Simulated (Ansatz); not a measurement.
Cost and result for the atomization energy of C3H9PSi (`P[SiH2]C1CC1`) (14 atoms, 14 bonds).

| atom | x (Å) | y (Å) | z (Å) |
| --- | --- | --- | --- |
| P1 | -0.1846 | 0.6503 | -2.8705 |
| Si2 | 0.9008 | -0.1000 | -1.0401 |
| C3 | -0.1889 | -0.5649 | 0.3844 |
| C4 | -0.6833 | 0.5079 | 1.3213 |
| C5 | 0.3370 | -0.4683 | 1.7958 |
| H6 | -1.0813 | -0.4527 | -2.8962 |
| H7 | -1.0738 | 1.4639 | -2.1166 |
| H8 | 1.8046 | 0.9936 | -0.5821 |
| H9 | 1.7369 | -1.2508 | -1.4816 |
| H10 | -0.8863 | -1.3778 | 0.2041 |
| H11 | -1.6942 | 0.4171 | 1.6993 |
| H12 | -0.3657 | 1.5293 | 1.1427 |
| H13 | 1.3515 | -0.1150 | 1.9415 |
| H14 | 0.0272 | -1.2327 | 2.4979 |

The species carries charge 0 and has multiplicity 1. The structure was optimised at the PBE0-D4/def2-TZVP level. It is one conformer, not always the lowest. Program: Ansatz. All runs use 4 threads of an Arm Neoverse V1 on a shared host. Times are those of one run each, without the atoms' runs, and a repeat can differ threefold. Electronic energies, without spin–orbit coupling; frozen cores. CCSD(T)/CBS adds CCSD(T) − MP2 in def2-TZVPP to the MP2 limit, and its time is that of the two runs behind it. T1 = 0.011. HSE06 is the plane-wave form, built on full-range PBE exchange.

CCSD(T)/CBS is a level of theory with its own doubt, some kJ/mol a heavy atom from the limit and from the frozen cores, so smaller differences don't rank the functionals.

```csv
level,functions,wall time
revPBE-D4/def2-TZVPP,303,2.8 s
BLYP-D4/def2-TZVPP,303,2.8 s
PBE-D4/def2-TZVPP (with forces),303,3.5 s
HSE06-D4/def2-TZVPP,303,4.9 s
CAM-B3LYP-D4/def2-TZVPP,303,5.5 s
r2SCAN-D4/def2-TZVPP (with forces),303,6.5 s
r2SCANh-D4/def2-TZVPP,303,7 s
CCSD(T)/def2-SVP,123,7.5 s
ωB97X-V/def2-TZVPP,303,11 s
B97M-V/def2-TZVPP,303,12 s
MP2/def2-QZVPP,581,40 s
CCSD(T)/def2-TZVPP,303,14 min
CCSD(T)/CBS(def2),–,15 min
```

**Question.** What atomization energy does each give, and how far from CCSD(T)/CBS? (Best estimate.)

**Answer.** Ansatz gave: 
```json
{"level": "revPBE-D4/def2-TZVPP", "atomization (kJ/mol)": "4991.8", "difference from CCSD(T)/CBS": "-14.9", "per bond": "-1.1"}
{"level": "BLYP-D4/def2-TZVPP", "atomization (kJ/mol)": "4984.9", "difference from CCSD(T)/CBS": "-21.8", "per bond": "-1.6"}
{"level": "PBE-D4/def2-TZVPP (with forces)", "atomization (kJ/mol)": "5088.1", "difference from CCSD(T)/CBS": "81.4", "per bond": "5.8"}
{"level": "HSE06-D4/def2-TZVPP", "atomization (kJ/mol)": "5042.7", "difference from CCSD(T)/CBS": "36.0", "per bond": "2.6"}
{"level": "CAM-B3LYP-D4/def2-TZVPP", "atomization (kJ/mol)": "5035.6", "difference from CCSD(T)/CBS": "28.9", "per bond": "2.1"}
{"level": "r2SCAN-D4/def2-TZVPP (with forces)", "atomization (kJ/mol)": "5027.7", "difference from CCSD(T)/CBS": "21.0", "per bond": "1.5"}
{"level": "r2SCANh-D4/def2-TZVPP", "atomization (kJ/mol)": "5010.3", "difference from CCSD(T)/CBS": "3.6", "per bond": "0.3"}
{"level": "CCSD(T)/def2-SVP", "atomization (kJ/mol)": "4741.6", "difference from CCSD(T)/CBS": "-265.1", "per bond": "-18.9"}
{"level": "ωB97X-V/def2-TZVPP", "atomization (kJ/mol)": "5055.6", "difference from CCSD(T)/CBS": "48.9", "per bond": "3.5"}
{"level": "B97M-V/def2-TZVPP", "atomization (kJ/mol)": "5053.9", "difference from CCSD(T)/CBS": "47.2", "per bond": "3.4"}
{"level": "MP2/def2-QZVPP", "atomization (kJ/mol)": "4982.0", "difference from CCSD(T)/CBS": "-24.7", "per bond": "-1.8"}
{"level": "CCSD(T)/def2-TZVPP", "atomization (kJ/mol)": "4884.6", "difference from CCSD(T)/CBS": "-122.1", "per bond": "-8.7"}
{"level": "CCSD(T)/CBS(def2)", "atomization (kJ/mol)": "5006.7", "difference from CCSD(T)/CBS": "0.0", "per bond": "0.0"}
```

From PBE to PBE0 (25 % exact exchange), in def2-TZVPP and without D4, the atomization energy moves by −43.1 kJ/mol: exact exchange takes away binding that semilocal exchange gives to molecules. The D4 term adds +51.1 kJ/mol with B3LYP and +27.1 kJ/mol with PBE0; it sums over pairs of atoms, weighted by their polarisabilities, and B3LYP, whose exchange is more repulsive, gets the larger term. In def2-TZVPP, CCSD(T) changes the Hartree–Fock value by +1167.9 kJ/mol (the triples alone add +63.7 kJ/mol) and MP2 by +1193.3 kJ/mol; breaking electron pairs costs correlation energy, which Hartree–Fock lacks.

B3LYP here is the variant with VWN-RPA as its local correlation; programs differ in this.
